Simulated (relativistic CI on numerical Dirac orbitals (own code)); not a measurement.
# Ti4+ in a cubic cluster: 2p photoemission with charge transfer

Computed with a charge-transfer multiplet model of a cubic metal-ligand cluster with up to 2 ligand holes, Slater and spin-orbit integrals from Dirac-Coulomb-Breit ions, Slater integrals scaled by 0.8. The ground state mixes d0 with configurations of k ligand holes L, whose averages lie at kΔ + k(k − 1)U_dd/2; a core hole lowers each added d electron by U_cd. 300 K, Lorentzian 0.6 eV and Gaussian 0.8 eV FWHM.

Atomic integrals in eV (Slater integrals scaled, ζ unscaled), ground: F2dd 6.578, F4dd 4.090, zeta_d 0.013; with the core hole: F2dd 6.578, F4dd 4.090, zeta_d 0.032, zeta_core 3.740, F2cd 5.066, G1cd 3.785, G3cd 2.149. Where a configuration has fewer than two d electrons, the dd integrals are those of d2.

Cluster parameters (eV): U_dd = 4.2, U_cd = 4.7, 10Dq = 0.8, 10Dq(ligand) = 0.5, V(eg) = 3, V(t2g) = -1.34, final-state hopping factor = 1.

```csv
Case,n_d,d0,d1L,d2L2,S
Δ = 1.1 eV,0.87,0.30,0.53,0.17,0.00
Δ = 2.1 eV,0.79,0.35,0.51,0.14,0.00
Δ = 3.1 eV,0.72,0.40,0.48,0.12,0.00
```

Weights, n_d and S are thermal averages at 300 K. Binding energies count from the first peak over 30 % of the highest in each spectrum, which can be another peak from case to case. The parameters are a model scan and need not match a compound or its usual spin state. Peaks in eV (height, largest 100):
- Δ = 1.1 eV: 0.0 (100), 6.2 (29)
- Δ = 2.1 eV: 0.0 (100), 5.5 (27), 6.2 (27), 12.6 (5)
- Δ = 3.1 eV: 0.0 (100), 5.5 (30), 12.0 (6)

A d0 ion has no d-d gap: its lowest excitations are ligand-to-metal charge transfer. With the core hole the configuration with one ligand hole lies at Δ − U_cd = -3.6, -2.6, -1.6 eV from the one without, in the order of the table; where this is negative the screened configuration lies lower, though the effective hopping of about 6.5 eV (from the holes of the mixed ground state) mixes the two strongly wherever it is as large as the gap.

With at most 2 ligand holes the space is cut while the next configuration still counts, so covalency is underestimated, and a final configuration with one more ligand hole, which can lie low, is missing from the spectra.
